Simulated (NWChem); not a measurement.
Species: GeNH$_{3}$O, singlet; SMILES [NH2][Ge][OH]

```xyz
6

Ge    -0.4603     0.0331     0.0000
O      0.7318     1.4020     0.0000
H      1.6600     1.1159     0.0000
N      0.7257    -1.3869     0.0000
H      1.7402    -1.3390     0.0000
H      0.3942    -2.3452     0.0000
```
Atoms are numbered in this order, from 1.

Computed with NWChem. Pople sets run with spherical d functions. Low-valent species are run as closed-shell singlets; no triplet was tried in these runs. Coordinates come from a B3LYP/6-31G* (spherical d) optimisation. Vertical excitations in the gas phase.

**Question.** Estimate the computed values for CAM-B3LYP/6-31G*, full TDDFT. Quantities: lowest excitation, singlet (eV); orbital gap (eV).

**Answer.** 
```
Item                             Value
-------------------------------  -----
lowest excitation, singlet (eV)   5.36
orbital gap (eV)                  8.71
```
